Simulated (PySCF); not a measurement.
Level of theory: PySCF with PBE0-D4/def2-TZVP. Isolated molecules, 0 K electronic values unless said otherwise. 

Reference species (SMILES): `[Cl][Ga]([F])[F]` (neutral, multiplicity 1).

```yaml
dipole_moment: 1.00 D
```

Changed species: `[F][Ga]([Cl])[Cl]` (whole molecule; the reference has whole molecule).

**Question.** Predict the effect on the dipole moment.

**Answer.** the dipole moment falls by 0.15 D, to 0.85 D.
